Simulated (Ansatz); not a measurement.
C$_{2}$H$_{7}$O, charge +1, singlet, at a GFN2-xTB geometry; HF/def2-SVP (Ansatz, a program for electronic structure).

Here is a job for Ansatz.
Ansatz 0.2 input:
```yaml
crystal:
  periodic: [false, false, false]
  atoms:
    - {symbol: C, position_ang: [1.10967298, 0.54922356, 0.04860559]}
    - {symbol: O, position_ang: [0.03350020, -0.26768774, -0.47828916]}
    - {symbol: C, position_ang: [-1.16420259, -0.25473849, 0.33929896]}
    - {symbol: H, position_ang: [1.40258613, 0.23749568, 1.05185818]}
    - {symbol: H, position_ang: [0.76404907, 1.58231963, 0.06944989]}
    - {symbol: H, position_ang: [1.95603381, 0.47188039, -0.63243928]}
    - {symbol: H, position_ang: [0.34834441, -1.19130007, -0.56990702]}
    - {symbol: H, position_ang: [-1.90557419, -0.89344774, -0.13876942]}
    - {symbol: H, position_ang: [-1.53957651, 0.76783903, 0.36394651]}
    - {symbol: H, position_ang: [-0.96668669, -0.60019546, 1.35474718]}
basis:
  gaussian:
    orbitals: def2-SVP
    point_charges:
      - {charge: 0.5, position_ang: [-3.6265, 3.1284, 2.0750]}
hamiltonian:
  xc: hf
total_charge: 1
```

It wrote (shortened):

```
Functional definition: HF
960 factors; their error is unknown
mean field evaluation 1: about -4193.8197 eV, gradient 3.4e1 eV
mean field evaluation 2: about -4196.0073 eV, gradient 1.6e1 eV
mean field evaluation 4: about -4196.4654 eV, gradient 8.6e-1 eV
mean field evaluation 8: about -4196.5402 eV, gradient 1.9e-1 eV
mean field -4196.54030148 eV, -154.2200115622 hartree, gradient 5.7e-5 eV, S^2 0.000000; 0 other end points of the search recorded, 0 dependent functions left out
reference -4196.54030148 eV, -154.2200115622 hartree; 13, 13 occupied and 64, 64 virtual orbitals, 960 factors
Total energy: -4196.54030148 eV, -154.2200115622 hartree
```
